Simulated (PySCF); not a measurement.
C₂O₂Os, SMILES [O+]#[C-]->[Os]<-[C-]#[O+] (connectivity only; charge and spin as stated), neutral, multiplicity 3. Geometry: PBE0-D3(BJ)/def2-SVP. The multiplicity is an assumed one; other spin states were not compared. The def2 effective core potentials stand for the cores of Os; spin–orbit coupling is left out.

These are PBE0-D3(BJ)/def2-SVP in PySCF 2.14.0 values and carry that method's errors.

Harmonic wavenumbers (cm⁻¹): 95, 341, 383, 415, 494, 542, 594, 2048, 2111. Rotational constants (GHz): 4.136, 2.334, 1.492; symmetry number 2.

Q: Work out the zero-point energy and the ideal-gas rigid-rotor harmonic-oscillator thermochemistry at 298.15 K and 1 atm.

A: ZPE = ½ Σ hcν = ½ × 7024 cm⁻¹ = 42.01 kJ/mol. H − E(el) = 58.03 kJ/mol. Entropy in J/(mol K): translation 177.42, rotation 109.31, vibration 35.14, spin 9.13, total 331.00. G − E(el) = -40.66 kJ/mol. Cp = 74.99 J/(mol K). Modes under 150 cm⁻¹ make the vibrational entropy uncertain.
